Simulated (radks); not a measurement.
Task: These are the eigenvalues of the occupied orbitals of an atom or ion with whole-number occupations (Ry). Calculated with a radial shooting solver on a logarithmic mesh with Libxc functionals: Dirac Kohn-Sham, PBEsol, spin-unpolarised, spherical densities, finite nucleus; Fermi nuclear charge, rms radius of each element as measured or else 0.836 A^(1/3) + 0.57 fm.

| orbital | eigenvalue |
|---|---|
| 1s1/2 | -4073.326 |
| 2s1/2 | -682.1174 |
| 2p1/2 | -649.4380 |
| 2p3/2 | -586.4910 |
| 3s1/2 | -153.3401 |
| 3p1/2 | -139.0161 |
| 3p3/2 | -125.8697 |
| 3d3/2 | -101.2595 |
| 3d5/2 | -98.38565 |
| 4s1/2 | -31.33573 |
| 4p1/2 | -25.64764 |
| 4p3/2 | -22.69782 |
| 4d3/2 | -13.32350 |
| 4d5/2 | -12.78852 |
| 5s1/2 | -4.99731 |
| 5p1/2 | -3.43888 |
| 5p3/2 | -3.05074 |
| 4f5/2 | -1.59546 |
| 4f7/2 | -1.52215 |
| 5d3/2 | -1.13376 |
| 5d5/2 | -1.10380 |

Which element is it, and in what charge state? The configuration may be excited. Open shells, if any, are shared by 2j + 1.

Result: Z = 67, holmium, charge +2: Ho2+ in [Kr] 4d10 4f11 5s1 5p6 5d1. The list shows which subshells hold electrons but not how many an open one holds; the 1s level, -2036.7 hartree, gives Z - s = 63.8 by -(Z - s)^2/2, which with screening and relativity narrows Z to a few neighbours, and the depths of the outer levels then fix element, charge and occupations together.
